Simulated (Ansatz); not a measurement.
Input file for Ansatz (an electronic-structure program): R-CCSD(T)/def2-TZVPPD on ClGeH5 (a complex), monomers drawn apart or pushed together. Files ending in .json are basis or fitting sets from the Basis Set Exchange. The run froze 19 orbitals, filled d shells among them.

Ansatz 0.2 input:
```yaml
crystal:
  periodic: [false, false, false]
  atoms:
    - {symbol: Cl, position_ang: [-0.83989672, 0.82487983, -0.48125102]}
    - {symbol: H, position_ang: [-1.07725066, 0.21030440, 0.62237952]}
    - {symbol: Ge, position_ang: [0.42401520, -0.25629109, 4.14055601]}
    - {symbol: H, position_ang: [0.39632399, 1.26722209, 4.31232911]}
    - {symbol: H, position_ang: [-0.78258127, -0.68001110, 3.27743402]}
    - {symbol: H, position_ang: [0.30898684, -0.94864167, 5.50469404]}
    - {symbol: H, position_ang: [1.71325604, -0.68753544, 3.43119590]}
basis:
  gaussian:
    orbitals: def2-TZVPPD.json
magnetization: {spin_polarized: false}
correlation: {method: ccsd_t, electrons: outside_noble_gas}
scf: {lower_state_search: off}
```

Output:

```
WARN ansatz: RAYON_NUM_THREADS=1 ignored (pool sized by the plan → 1); use --threads N
Functional definition: HF
these checks for a lower state are left out or cut short: stability, starts, cluster_reference, orbital_swaps, neighbouring_geometries, increment
integrals: 0.68 GiB planned
1077 factors; integrals over basis functions are off by at most 9.5e-4 eV
mean field: 0.57 GiB planned
mean field evaluation 1: about -69055.4757 eV, gradient 1.5e1 eV
mean field evaluation 2: about -69055.5147 eV, gradient 1.5e1 eV
mean field evaluation 4: about -69056.4777 eV, gradient 2.3e0 eV
mean field evaluation 8: about -69056.4956 eV, gradient 2.1e-1 eV
mean field -69056.49584723 eV, -2537.7794142118 hartree, gradient 1.2e-6 eV, S^2 0.000000; 0 other end points of the search recorded, 0 dependent functions left out
19 core orbitals not correlated
reference -69056.49584723 eV, -2537.7794142118 hartree; 8, 8 occupied and 163, 163 virtual orbitals, 1077 factors
second order -9.40066186 eV of doubles, -0.00000000 eV of singles
coupled cluster: 1.69 GiB planned
cycle   1  -10.37163225 eV  change   -9.7e-1 eV  update   6.7e-2
cycle   2  -10.71999068 eV  change   -3.5e-1 eV  update   2.2e-2
cycle   3  -10.73230058 eV  change   -1.2e-2 eV  update   5.2e-3
cycle   4  -10.73004692 eV  change    2.3e-3 eV  update   1.7e-3
cycle   5  -10.72956291 eV  change    4.8e-4 eV  update   4.5e-4
cycle   6  -10.72949595 eV  change    6.7e-5 eV  update   1.3e-4
cycle   7  -10.72951574 eV  change   -2.0e-5 eV  update   3.3e-5
cycle   8  -10.72952132 eV  change   -5.6e-6 eV  update   1.0e-5
perturbative correction -0.33103025 eV, -0.0121651374 hartree
Total energy: -69067.55639881 eV, -2538.1858819851 hartree
Checks for a lower state left out: stability, starts, cluster_reference, orbital_swaps, neighbouring_geometries, increment
```

The calculation finished and met its thresholds.

Cost: very roughly 15 core-seconds.
